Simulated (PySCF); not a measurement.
**Name the molecule from its bond curve**

A diatomic of charge 0 contains Zn. Its doublet curve at PBE0 in a double-zeta basis (scalar-relativistic core potentials, PySCF), in eV from the separated fragments:

R (Å), E (eV) and a bar:
```
    1.525     -1.749 ##############################
    1.596     -2.348 #############
    1.667     -2.666 ####
    1.720     -2.774 #
    1.773     -2.800 
    1.826     -2.765 #
    1.897     -2.652 ####
    1.986     -2.441 ##########
    2.092     -2.141 ###################
    2.234     -1.731 ##############################
```

The fit gives ωe = 642 cm⁻¹ and the rotational constant Bₑ = 0.3687 cm⁻¹.

Q: Which atom is the partner?

A: The minimum lies at 1.767 Å, so the reduced mass is 16.8576 u Å² cm⁻¹/(Bₑ·Re²) = 14.64 u. With Zn at 63.93 u the partner weighs about 19.0 u: F. The molecule is ZnF.

The state is the lowest determinant that a PBE0 search found; another state may lie lower at other levels.
